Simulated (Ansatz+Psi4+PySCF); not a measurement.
A calculation with Psi4 1.11.

```
molecule {
2 5
Fe 0.013470 -0.014580 -0.002440
O -0.016490 0.011290 1.980690
H 0.809230 0.002700 2.574770
H -0.781660 0.016480 2.577680
}

set basis cc-pVTZ
set reference rohf
set scf_type pk
energy('scf')
```

The input is written out from the run's settings.

Output:

```yaml
Converged: yes
Total_energy: -1337.84368 hartree
Spin_squared_of_the_determinant: 6.000
```

Caution: other spin multiplicities were not run.
